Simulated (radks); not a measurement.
Question: Ionisation of neutral chlorine, [Ne] 3s2 3p5, to [Ne] 3s2 3p4 as the strength of local exchange is varied. Calculated with a radial shooting solver on a logarithmic mesh with Libxc functionals: Dirac Kohn-Sham, Slater X-alpha exchange (alpha = 2/3 is LDA exchange), no correlation, spin-unpolarised, spherical densities, finite nucleus; open shells are shared between the two j in proportion to 2j + 1; Fermi nuclear charge, rms radius 3.3654 fm.

| alpha | E(Cl) (hartree) | exchange (hartree) | IE (eV) | -e of the level emptied (eV) | <r> of it (bohr) |
|---|---|---|---|---|---|
| 0.667 | -458.80549 | -25.37120 | 12.658 | 7.419 (3p3/2) | 1.870 |
| 0.823 | -464.77261 | -31.65543 | 14.702 | 9.233 (3p3/2) | 1.798 |
| 0.828 | -464.96496 | -31.85902 | 14.770 | 9.294 (3p3/2) | 1.795 |
| 0.853 | -465.92774 | -32.87902 | 15.110 | 9.599 (3p3/2) | 1.785 |
| 0.859 | -466.15906 | -33.12432 | 15.193 | 9.673 (3p3/2) | 1.782 |
| 0.985 | -471.03939 | -38.32048 | 16.967 | 11.277 (3p3/2) | 1.731 |
| 1.016 | -472.24672 | -39.61201 | 17.417 | 11.686 (3p3/2) | 1.719 |
| ? | -464.54187 | -31.41130 | 14.621 | 9.160 (3p3/2) | 1.800 |

Which alpha was used in the last row?

Answer: alpha = 0.817. NIST Atomic Spectra Database: 12.968 eV (measured). The Delta-SCF value meets it near alpha = 0.69. Spin polarisation and multiplet splitting are left out, so open shells lie too high by an amount that depends on their filling.

Beside tabulated values, note that spin-unpolarised runs miss the spin-polarisation part of the exchange energy of open shells.
